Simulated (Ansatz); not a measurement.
Correlation energies of H9NSi2Sn, SMILES `[SiH3][N]([SiH3])[SnH3]` by basis set

```csv
atom,x (Å),y (Å),z (Å)
Si1,0.726,0.483,1.555
N2,0.140,-0.022,0.011
Si3,0.578,-1.549,-0.665
Sn4,-1.312,1.092,-0.913
H5,0.750,1.971,1.607
H6,-0.129,0.017,2.684
H7,2.097,-0.053,1.769
H8,-0.316,-2.660,-0.225
H9,0.485,-1.472,-2.149
H10,1.967,-1.896,-0.263
H11,-1.006,2.710,-0.483
H12,-2.841,0.582,-0.349
H13,-1.140,0.798,-2.580
```

Total charge 0; spin multiplicity 1. Correlated methods include outer-core shells of Sn, which these sets cover unevenly. Sn takes the def2 core potential. The structure was optimised at the PBE0-D4/def2-TZVP level. Frozen core, restricted reference, the Gaussian-basis code of Ansatz.

```json
{"basis": "def2-SVP", "HF (Eh)": "-850.68848", "MP2 corr.": "-0.49533"}
{"basis": "def2-TZVPP", "HF (Eh)": "-850.97791", "MP2 corr.": "-0.80751"}
{"basis": "def2-QZVPP", "HF (Eh)": "-851.00191", "MP2 corr.": "-1.05316"}
```

Task: Estimate the CCSD correlation energy and the (T) correction in each basis where they were run (hartree).

Result: 
| basis | CCSD corr. | (T) |
| --- | --- | --- |
| def2-SVP | -0.56365 | -0.01540 |
| def2-TZVPP | -0.85954 | -0.02854 |
